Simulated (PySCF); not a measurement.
# Vibration and rotation of ScP

M06-L constants of ScP, ³Π (triplet), unpaired electrons σ ↑, π ↑ (basis Sc def2-TZVPP, P def2-TZVPP; no relativity; PySCF 2.14; masses 44.9559 and 30.9738 u):

```
ωe                     : 463.2 cm⁻¹
ωexe                   : 1.9 cm⁻¹
Be                     : 0.17372 cm⁻¹
αe                     : 0.000787 cm⁻¹
De to Sc (3d1 4s2) + P : 3.01 eV
```

(1) What force constant and bond length do these constants imply?

(2) Estimate the centrifugal constant D from the Kratzer relation and find the Dunham coefficient a1.

The metal atom is held in its measured ground configuration; semilocal functionals can put another filling of s and d lower by some tenths of an eV, and De to that atom would be smaller. Counting both spins, an empty level lies below a filled one in this solution, because spin and occupation are held. With d or f electrons several states lie close, and the lowest PBE0 determinant need not be the measured ground state.

Answers

(1) Reduced mass μred = 18.339 u; k = 5.8918×10⁻⁷·μred·ωe² (u, cm⁻¹, mdyn/Å) = 2.32 mdyn/Å; Re = √(16.8576/(μred·Be)) (u, cm⁻¹, Å) = 2.300 Å.

(2) D = 4Be³/ωe² = 9.77e-08 cm⁻¹; a1 = −1 − αeωe/(6Be²) = -3.01.
